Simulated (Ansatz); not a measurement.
`[OH][Al]([Cl])[Br]` from Hartree–Fock to CCSD(T)

```xyz
5

O    -0.235    1.302   -0.244
Al   -0.023   -0.283    0.264
Cl   -0.577   -0.780    2.196
Br    0.836   -1.841   -1.094
H    -0.001    1.602   -1.122
```

The species carries charge 0 and has multiplicity 1. Correlated methods include outer-core shells of Br, which these sets cover unevenly. Scalar relativity is left out up to krypton. The geometry is a stationary point of PBE0-D4/def2-TZVP. It is one conformer, not always the lowest. Frozen core, restricted reference, Ansatz 0.2.0.

```csv
basis,HF (Eh),MP2 corr.,CCSD corr.,(T),CCSD(T) total
def2-SVP,?,-0.60266,?,-0.01261,?
def2-TZVPP,-3349.55118,?,-0.79367,?,?
def2-QZVPP,-3349.62405,-1.13483,–,–,–
```

(1) Fill in the withheld values. (Estimate.)

Results:

(1) Ansatz gave: def2-SVP HF (Eh): -3348.89211; def2-SVP CCSD corr.: -0.62206; def2-SVP CCSD(T) total: -3349.52678; def2-TZVPP MP2 corr.: -0.77031; def2-TZVPP (T): -0.02917; def2-TZVPP CCSD(T) total: -3350.37402.
